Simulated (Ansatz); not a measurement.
Nudged elastic band run: ClH10N3Si2

Input:

```yaml
crystal:
  periodic: [false, false, false]
  atoms:
    - { symbol: Si, position_ang: [0.98432, 0.09461, -0.204038] }
    - { symbol: H, position_ang: [1.353243, -0.304177, 1.165868] }
    - { symbol: "N", position_ang: [2.075872, -0.285708, -1.458636] }
    - { symbol: H, position_ang: [2.177703, -1.218979, -1.80479] }
    - { symbol: H, position_ang: [2.841644, 0.307832, -1.705751] }
    - { symbol: Cl, position_ang: [0.993018, 2.191945, -0.134885] }
    - { symbol: "N", position_ang: [-0.518144, -0.622397, -0.537166] }
    - { symbol: H, position_ang: [-1.197598, -0.762369, 0.19027] }
    - { symbol: H, position_ang: [-0.94156, -0.536073, -1.441144] }
    - { symbol: "N", position_ang: [-2.677333, -0.69431, 2.060361] }
    - { symbol: H, position_ang: [-3.295368, -1.467143, 1.894688] }
    - { symbol: Si, position_ang: [-3.320431, 0.921216, 2.023284] }
    - { symbol: H, position_ang: [-4.256693, 1.235633, 3.134414] }
    - { symbol: H, position_ang: [-2.186896, 1.867144, 2.094094] }
    - { symbol: H, position_ang: [-4.066378, 1.081063, 0.75416] }
    - { symbol: H, position_ang: [-2.020101, -0.935085, 2.779471] }
basis:
  gaussian: { orbitals: def2-SVP }
hamiltonian:
  xc: hf
neb:
  order_check: false
  images: 7
  f_tol: 0.03
  max_iterations: 60
  final_atoms:
    - { symbol: Si, position_ang: [-0.52706972, 0.31764295, -0.17487228] }
    - { symbol: H, position_ang: [0.04784886, -3.37232213, 1.18112849] }
    - { symbol: "N", position_ang: [1.15629352, 0.52907271, -0.00421835] }
    - { symbol: H, position_ang: [1.72454837, -0.14249704, 0.47313828] }
    - { symbol: H, position_ang: [1.58177556, 1.43368433, -0.03915808] }
    - { symbol: Cl, position_ang: [-1.100864, 1.8582904, -1.47469174] }
    - { symbol: "N", position_ang: [-0.76042604, -1.26831634, -0.75532736] }
    - { symbol: H, position_ang: [-1.67510785, -1.67427501, -0.78525357] }
    - { symbol: H, position_ang: [-0.1618604, -1.64419723, -1.46477619] }
    - { symbol: "N", position_ang: [-1.57063552, 0.52884506, 1.17760139] }
    - { symbol: H, position_ang: [-1.53289947, -0.22733884, 1.8391179] }
    - { symbol: Si, position_ang: [-2.62805377, 1.8284854, 1.65722099] }
    - { symbol: H, position_ang: [-3.09268158, 1.50682014, 3.02873844] }
    - { symbol: H, position_ang: [-1.93238915, 3.13481622, 1.68413271] }
    - { symbol: H, position_ang: [-3.81489415, 1.95809577, 0.78219422] }
    - { symbol: H, position_ang: [0.23171337, -3.89360439, 1.68522514] }
  initial_path:
    images:
      - { positions_ang: [[0.98432, 0.09461, -0.204038], [1.353243, -0.304177, 1.165868], [2.075872, -0.285708, -1.458636], [2.177703, -1.218979, -1.80479], [2.841644, 0.307832, -1.705751], [0.993018, 2.191945, -0.134885], [-0.518144, -0.622397, -0.537166], [-1.197598, -0.762369, 0.19027], [-0.94156, -0.536073, -1.441144], [-2.677333, -0.69431, 2.060361], [-3.295368, -1.467143, 1.894688], [-3.320431, 0.921216, 2.023284], [-4.256693, 1.235633, 3.134414], [-2.186896, 1.867144, 2.094094], [-4.066378, 1.081063, 0.75416], [-2.020101, -0.935085, 2.779471]] }
      - { positions_ang: [[0.73648808, 0.06754293, -0.1554107], [1.01816505, -0.23084915, 1.3244908], [1.98248631, -0.22418887, -1.25259134], [2.1795472, -1.15550411, -1.55835721], [2.6849641, 0.44854708, -1.48274318], [0.49663128, 2.07840759, -0.27884327], [-0.61170302, -0.83855487, -0.55378426], [-1.25540309, -1.09538015, 0.16263994], [-0.92418511, -0.83665606, -1.48914268], [-2.5107534, -0.51495216, 1.71552906], [-3.15826804, -1.24349017, 1.4720735], [-3.1073223, 0.96026135, 2.04056999], [-3.97625214, 0.99393959, 3.12803182], [-1.95646586, 1.81990941, 2.23594199], [-3.89254003, 1.34379706, 0.97582515], [-1.76009102, -0.69962744, 2.52597041]] }
      - { positions_ang: [[0.48865617, 0.04047585, -0.1067834], [0.68308711, -0.15752131, 1.48311361], [1.88910061, -0.16266975, -1.04654668], [2.18139139, -1.09202923, -1.31192443], [2.52828419, 0.58926217, -1.25973537], [0.00024456, 1.96487017, -0.42280154], [-0.70526205, -1.05471275, -0.57040252], [-1.31320818, -1.4283913, 0.13500988], [-0.90681022, -1.13723911, -1.53714136], [-2.3441738, -0.33559432, 1.37069711], [-3.02116808, -1.01983734, 1.049459], [-2.8942136, 0.99930669, 2.05785598], [-3.69581127, 0.75224617, 3.12164963], [-1.72603573, 1.77267481, 2.37778998], [-3.71870207, 1.60653111, 1.1974903], [-1.50008103, -0.46416987, 2.27246982]] }
      - { positions_ang: [[0.24082425, 0.01340878, -0.0581561], [0.34800916, -0.08419346, 1.64173641], [1.79571492, -0.10115062, -0.84050203], [2.18323559, -1.02855434, -1.06549164], [2.37160429, 0.72997725, -1.03672755], [-0.49614217, 1.85133276, -0.56675981], [-0.79882107, -1.27087062, -0.58702079], [-1.37101326, -1.76140246, 0.10737982], [-0.88943533, -1.43782217, -1.58514005], [-2.1775942, -0.15623648, 1.02586517], [-2.88406812, -0.79618451, 0.6268445], [-2.6811049, 1.03835204, 2.07514197], [-3.41537041, 0.51055276, 3.11526745], [-1.49560559, 1.72544022, 2.51963797], [-3.5448641, 1.86926517, 1.41915545], [-1.24007105, -0.22871231, 2.01896923]] }
      - { positions_ang: [[-0.00700766, -0.0136583, -0.0095288], [0.01293121, -0.01086562, 1.80035922], [1.70232922, -0.0396315, -0.63445737], [2.18507978, -0.96507945, -0.81905886], [2.21492439, 0.87069233, -0.81371974], [-0.99252889, 1.73779534, -0.71071808], [-0.89238009, -1.4870285, -0.60363905], [-1.42881835, -2.09441361, 0.07974976], [-0.87206044, -1.73840523, -1.63313873], [-2.0110146, 0.02312136, 0.68103322], [-2.74696816, -0.57253168, 0.20423], [-2.46799621, 1.07739739, 2.09242797], [-3.13492955, 0.26885934, 3.10888527], [-1.26517546, 1.67820563, 2.66148596], [-3.37102613, 2.13199923, 1.6408206], [-0.98006107, 0.00674526, 1.76546864]] }
      - { positions_ang: [[-0.13702318, 0.06916701, -0.05086467], [0.02166062, -0.85122974, 1.64555153], [1.5658203, 0.10254455, -0.47689761], [2.06994693, -0.75943385, -0.49600957], [2.05663718, 1.01144033, -0.62007933], [-1.01961267, 1.76791911, -0.90171149], [-0.85939158, -1.43235046, -0.64156113], [-1.49039073, -1.98937896, -0.13650107], [-0.69451043, -1.71485323, -1.59104809], [-1.90091983, 0.14955228, 0.80517526], [-2.44345099, -0.48623347, 0.61295197], [-2.5080106, 1.26516939, 1.98362622], [-3.12436756, 0.57834954, 3.08884856], [-1.43197888, 2.04235828, 2.41714764], [-3.48199314, 2.08852336, 1.426164], [-0.67711746, -0.96834215, 1.74540777]] }
      - { positions_ang: [[-0.26703869, 0.15199233, -0.09220054], [0.03039003, -1.69159387, 1.49074385], [1.42931137, 0.2447206, -0.31933786], [1.95481407, -0.55378824, -0.17296029], [1.89834997, 1.15218833, -0.42643891], [-1.04669645, 1.79804287, -1.09270491], [-0.82640307, -1.37767242, -0.6794832], [-1.5519631, -1.88434431, -0.35275191], [-0.51696042, -1.69130123, -1.54895746], [-1.79082506, 0.27598321, 0.92931731], [-2.13993381, -0.39993526, 1.02167395], [-2.54802499, 1.45294139, 1.87482448], [-3.11380556, 0.88783974, 3.06881185], [-1.59878231, 2.40651093, 2.17280933], [-3.59296014, 2.0450475, 1.21150741], [-0.37417385, -1.94342957, 1.72534689]] }
      - { positions_ang: [[-0.39705421, 0.23481764, -0.13353641], [0.03911945, -2.531958, 1.33593617], [1.29280245, 0.38689666, -0.1617781], [1.83968122, -0.34814264, 0.150089], [1.74006276, 1.29293633, -0.2327985], [-1.07378023, 1.82816664, -1.28369833], [-0.79341455, -1.32299438, -0.71740528], [-1.61353547, -1.77930966, -0.56900274], [-0.33941041, -1.66774923, -1.50686682], [-1.68073029, 0.40241413, 1.05345935], [-1.83641664, -0.31363705, 1.43039593], [-2.58803938, 1.6407134, 1.76602273], [-3.10324357, 1.19732994, 3.04877514], [-1.76558573, 2.77066357, 1.92847102], [-3.70392715, 2.00157164, 0.99685082], [-0.07123024, -2.91851698, 1.70528602]] }
      - { positions_ang: [[-0.52706972, 0.31764295, -0.17487228], [0.04784886, -3.37232213, 1.18112849], [1.15629352, 0.52907271, -0.00421835], [1.72454837, -0.14249704, 0.47313828], [1.58177556, 1.43368433, -0.03915808], [-1.100864, 1.8582904, -1.47469174], [-0.76042604, -1.26831634, -0.75532736], [-1.67510785, -1.67427501, -0.78525357], [-0.1618604, -1.64419723, -1.46477619], [-1.57063552, 0.52884506, 1.17760139], [-1.53289947, -0.22733884, 1.8391179], [-2.62805377, 1.8284854, 1.65722099], [-3.09268158, 1.50682014, 3.02873844], [-1.93238915, 3.13481622, 1.68413271], [-3.81489415, 1.95809577, 0.78219422], [0.23171337, -3.89360439, 1.68522514]] }
```

Launched with:

```bash
$ ansatz run input.yaml --threads 4 --pin off --max-ram 5120MiB --backend cpu --events-out ev --progress --plain --runs-dir out
```

Output, in part (warnings, iteration lines, the closing report on the highest movable image, with atoms numbered from 0):

```
NEB end point (image 0): max|allowed force component| = 1.703e-2 eV/Å (the criterion of neb.relax_end_points is 1.000e-2)
NEB end point (image 8): max|allowed force component| = 1.771e-2 eV/Å (the criterion of neb.relax_end_points is 1.000e-2)
NEB iter   1: max|band force component| = 2.383e1 eV/Å  barrier→ = 8.3377 eV  barrier← = 8.6171 eV  Δτ_max = 0.2000 Å  (332 SCF iters)
NEB iter   2: max|band force component| = 4.000e0 eV/Å  barrier→ = 4.7847 eV  barrier← = 5.0642 eV  Δτ_max = 0.2000 Å  (226 SCF iters)
NEB iter   3: max|band force component| = 8.442e0 eV/Å  barrier→ = 3.4832 eV  barrier← = 3.7626 eV  Δτ_max = 0.1017 Å  (223 SCF iters)
NEB iter   4: max|band force component| = 2.025e0 eV/Å  barrier→ = 3.0571 eV  barrier← = 3.3365 eV  Δτ_max = 0.2000 Å  (225 SCF iters)
NEB iter   5: max|band force component| = 3.203e0 eV/Å  barrier→ = 2.5912 eV  barrier← = 2.8706 eV  Δτ_max = 0.1010 Å  (223 SCF iters)
NEB iter   6: max|band force component| = 1.440e0 eV/Å  barrier→ = 2.3624 eV  barrier← = 2.6418 eV  Δτ_max = 0.2000 Å  (229 SCF iters)
NEB iter   7: max|band force component| = 1.050e0 eV/Å  barrier→ = 2.2708 eV  barrier← = 2.5503 eV  Δτ_max = 0.2000 Å  (227 SCF iters)
NEB iter   8: max|band force component| = 1.361e0 eV/Å  barrier→ = 2.1181 eV  barrier← = 2.3976 eV  Δτ_max = 0.1007 Å  (230 SCF iters)
NEB iter   9: max|band force component| = 5.328e-1 eV/Å  barrier→ = 1.8828 eV  barrier← = 2.1623 eV  Δτ_max = 0.1965 Å  (224 SCF iters)
NEB iter  10: max|band force component| = 7.619e-1 eV/Å  barrier→ = 1.6970 eV  barrier← = 1.9765 eV  Δτ_max = 0.1004 Å  (217 SCF iters)
NEB iter  11: max|band force component| = 6.161e-1 eV/Å  barrier→ = 1.5483 eV  barrier← = 1.8277 eV  Δτ_max = 0.1002 Å  (219 SCF iters)
NEB iter  12: max|band force component| = 6.654e-1 eV/Å  barrier→ = 1.4475 eV  barrier← = 1.7269 eV  Δτ_max = 0.0502 Å  (219 SCF iters)
NEB iter  13: max|band force component| = 5.174e-1 eV/Å  barrier→ = 1.3885 eV  barrier← = 1.6680 eV  CI = image 4  Δτ_max = 0.0502 Å  (214 SCF iters)
NEB iter  14: max|band force component| = 8.595e-1 eV/Å  barrier→ = 1.4060 eV  barrier← = 1.6855 eV  CI = image 4  Δτ_max = 0.0250 Å  (217 SCF iters)
NEB iter  15: max|band force component| = 9.806e-1 eV/Å  barrier→ = 1.4164 eV  barrier← = 1.6958 eV  CI = image 4  Δτ_max = 0.0502 Å  (204 SCF iters)
NEB iter  16: max|band force component| = 1.137e0 eV/Å  barrier→ = 1.4242 eV  barrier← = 1.7036 eV  CI = image 4  Δτ_max = 0.1004 Å  (226 SCF iters)
NEB iter  17: max|band force component| = 1.145e0 eV/Å  barrier→ = 1.3932 eV  barrier← = 1.6726 eV  CI = image 4  Δτ_max = 0.2000 Å  (224 SCF iters)
NEB iter  18: max|band force component| = 1.419e0 eV/Å  barrier→ = 1.3143 eV  barrier← = 1.5937 eV  CI = image 4  Δτ_max = 0.2000 Å  (219 SCF iters)
NEB iter  19: max|band force component| = 1.438e0 eV/Å  barrier→ = 1.3602 eV  barrier← = 1.6396 eV  CI = image 4  Δτ_max = 0.1981 Å  (222 SCF iters)
NEB iter  20: max|band force component| = 9.530e-1 eV/Å  barrier→ = 1.2268 eV  barrier← = 1.5062 eV  CI = image 4  Δτ_max = 0.1947 Å  (209 SCF iters)
NEB iter  21: max|band force component| = 1.403e0 eV/Å  barrier→ = 1.1448 eV  barrier← = 1.4242 eV  CI = image 4  Δτ_max = 0.1968 Å  (224 SCF iters)
NEB iter  22: max|band force component| = 2.072e0 eV/Å  barrier→ = 1.1359 eV  barrier← = 1.4153 eV  CI = image 4  Δτ_max = 0.2000 Å  (222 SCF iters)
NEB iter  23: max|band force component| = 3.141e0 eV/Å  barrier→ = 1.4852 eV  barrier← = 1.7647 eV  CI = image 4  Δτ_max = 0.2000 Å  (213 SCF iters)
NEB iter  24: max|band force component| = 3.858e0 eV/Å  barrier→ = 2.2402 eV  barrier← = 2.5196 eV  CI = image 4  Δτ_max = 0.2000 Å  (221 SCF iters)
NEB iter  25: max|band force component| = 3.484e0 eV/Å  barrier→ = 2.8099 eV  barrier← = 3.0893 eV  CI = image 4  Δτ_max = 0.2000 Å  (224 SCF iters)
NEB iter  26: max|band force component| = 1.853e0 eV/Å  barrier→ = 2.6513 eV  barrier← = 2.9307 eV  CI = image 4  Δτ_max = 0.2000 Å  (208 SCF iters)
NEB iter  27: max|band force component| = 1.335e0 eV/Å  barrier→ = 2.4493 eV  barrier← = 2.7287 eV  CI = image 4  Δτ_max = 0.1992 Å  (223 SCF iters)
NEB iter  28: max|band force component| = 1.103e0 eV/Å  barrier→ = 2.4123 eV  barrier← = 2.6917 eV  CI = image 4  Δτ_max = 0.0996 Å  (216 SCF iters)
NEB iter  29: max|band force component| = 8.546e-1 eV/Å  barrier→ = 2.3223 eV  barrier← = 2.6017 eV  CI = image 4  Δτ_max = 0.0752 Å  (226 SCF iters)
NEB iter  30: max|band force component| = 4.899e-1 eV/Å  barrier→ = 2.2626 eV  barrier← = 2.5421 eV  CI = image 4  Δτ_max = 0.0567 Å  (200 SCF iters)
NEB iter  31: max|band force component| = 2.093e-1 eV/Å  barrier→ = 2.2448 eV  barrier← = 2.5242 eV  CI = image 4  Δτ_max = 0.0418 Å  (209 SCF iters)
NEB iter  32: max|band force component| = 1.028e-1 eV/Å  barrier→ = 2.2405 eV  barrier← = 2.5200 eV  CI = image 4  Δτ_max = 0.0445 Å  (200 SCF iters)
NEB iter  33: max|band force component| = 8.095e-2 eV/Å  barrier→ = 2.2385 eV  barrier← = 2.5179 eV  CI = image 4  Δτ_max = 0.0279 Å  (220 SCF iters)
NEB iter  34: max|band force component| = 6.474e-2 eV/Å  barrier→ = 2.2378 eV  barrier← = 2.5172 eV  CI = image 4  Δτ_max = 0.0589 Å  (196 SCF iters)
NEB iter  35: max|band force component| = 7.459e-2 eV/Å  barrier→ = 2.2386 eV  barrier← = 2.5180 eV  CI = image 4  Δτ_max = 0.0294 Å  (201 SCF iters)
NEB iter  36: max|band force component| = 7.953e-2 eV/Å  barrier→ = 2.2376 eV  barrier← = 2.5170 eV  CI = image 4  Δτ_max = 0.0147 Å  (193 SCF iters)
NEB iter  37: max|band force component| = 3.455e-2 eV/Å  barrier→ = 2.2371 eV  barrier← = 2.5166 eV  CI = image 4  Δτ_max = 0.0177 Å  (179 SCF iters)
NEB iter  38: max|band force component| = 1.817e-2 eV/Å  barrier→ = 2.2369 eV  barrier← = 2.5163 eV  CI = image 4  Δτ_max = 0.0000 Å  (439 SCF iters)
Total energy: -32820.74480158 eV, -1206.1401247584 hartree
Atom 0 at    -0.496656    -0.283781    -0.166090 Å, force     0.012150     0.000569    -0.009713 eV/Å
Atom 1 at    -0.111634    -1.534093     1.181812 Å, force    -0.015251     0.001996     0.001714 eV/Å
Atom 2 at     1.016978     0.389879     0.216207 Å, force     0.004444     0.008896    -0.000289 eV/Å
Atom 3 at     1.700949    -0.091278     0.762104 Å, force    -0.002669    -0.000778    -0.001561 eV/Å
Atom 4 at     1.372794     1.178116    -0.285998 Å, force     0.000279     0.001828    -0.001945 eV/Å
Atom 5 at    -1.155667     1.272674    -1.509561 Å, force     0.001502    -0.004687     0.000349 eV/Å
Atom 6 at    -0.922235    -1.620031    -1.133027 Å, force    -0.002701    -0.003469     0.005722 eV/Å
Atom 7 at    -0.635623    -2.549881    -0.905592 Å, force     0.000999     0.000364    -0.002431 eV/Å
Atom 8 at    -1.156452    -1.493951    -2.097538 Å, force    -0.000275     0.000846    -0.003174 eV/Å
Atom 9 at    -1.743378    -0.029472     1.176946 Å, force    -0.007208    -0.016629     0.008969 eV/Å
Atom 10 at    -2.596854    -0.503046     0.916100 Å, force    -0.003638     0.011205     0.004608 eV/Å
Atom 11 at    -2.033759     1.473059     2.087072 Å, force    -0.001553    -0.005286    -0.001612 eV/Å
Atom 12 at    -2.546494     1.104971     3.425429 Å, force    -0.004271    -0.000036    -0.001176 eV/Å
Atom 13 at    -0.755578     2.191058     2.214587 Å, force     0.001401    -0.000141     0.002287 eV/Å
Atom 14 at    -3.045505     2.298507     1.399135 Å, force     0.002837     0.002331    -0.000406 eV/Å
Atom 15 at    -0.945590    -0.929528     1.528614 Å, force     0.013954     0.002991    -0.001342 eV/Å
Dipole moment:    -0.031204    -0.260867     0.315572 e Å
```

The forces met the threshold. Neighbouring images differ by up to 2.4 eV, so the band resolves the path poorly. A vibrational analysis at the climbing image gives one clearly imaginary mode, 1842i cm⁻¹: a first-order saddle point. The orbitals stay closed-shell, which can raise the energy where a bond breaks towards radicals; this wasn't checked here.

Final band (atoms are numbered from 1 in the order of the input):

| image | path coordinate (Å) | energy (kcal/mol) | Si1–H2 (Å) | N10–H16 (Å) | Si1–N10 (Å) |
| --- | --- | --- | --- | --- | --- |
| 0 | 0.00 | 0.0 | 1.47 | 1.00 | 4.38 |
| 1 | 2.78 | 0.8 | 1.47 | 1.00 | 4.12 |
| 2 | 5.56 | 2.8 | 1.47 | 1.00 | 4.05 |
| 3 | 8.34 | 9.1 | 1.47 | 1.00 | 3.54 |
| 4 | 11.12 | 51.6 | 1.88 | 1.25 | 1.85 |
| 5 | 13.06 | -3.6 | 3.45 | 2.66 | 1.72 |
| 6 | 15.00 | -5.0 | 4.04 | 3.04 | 1.72 |
| 7 | 16.94 | -6.0 | 3.64 | 3.83 | 1.72 |
| 8 | 18.89 | -6.4 | 3.97 | 4.80 | 1.72 |

The run took 7.6 min on 4 threads of Arm Neoverse V1, on a shared host, peak memory 0.44 GiB.
